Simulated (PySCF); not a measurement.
In: excitation energy

In [Kr] 4d10 5s2 5p1 (2P) → In [Kr] 4d10 5s1 5p2 (4P), as a difference of total energies. All numbers are calculated (PySCF 2.14, the spin-free X2C one-electron Hamiltonian (Gaussian nucleus), in x2c-QZVPPall with one added diffuse shell each of s, p, d, f type (14s10p8d5f1g, 128 functions)). The calculations carry no spin-orbit coupling.

| method | excitation energy (cm⁻¹) | error (cm⁻¹) |
| --- | --- | --- |
| UHF | 23298 | -11790 |
| wB97M-V | 35390 | +302 |
| HSE06 | 35288 | +200 |
| M06-2X | 34958 | -129 |

Reference: 35088 cm⁻¹ (measured; NIST levels, between the centres of gravity of the two terms).
